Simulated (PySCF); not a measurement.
This script is equivalent to a calculation on Cl (chlorine, neutral).

```python
from pyscf import gto, scf, dft, mp, cc
import basis_set_exchange as bse
mol = gto.M(atom="Cl 0 0 0", charge=0, spin=1, symmetry="D2h",
            basis=gto.basis.parse(bse.get_basis("def2-TZVP", elements=["Cl"], fmt="nwchem", header=False)))
mf = scf.UHF(mol)
mf.irrep_nelec = {'Ag': (3, 3), 'B1u': (2, 2), 'B2u': (2, 2), 'B3u': (2, 1)}
mf.kernel()
```

What total energy does it give?

-459.47681 hartree (calculated).

Which occupied shell lies highest, and where?

3p β, at -13.051 eV.

What is ⟨S²⟩, and what would a pure spin state give?

0.760, against 0.75.
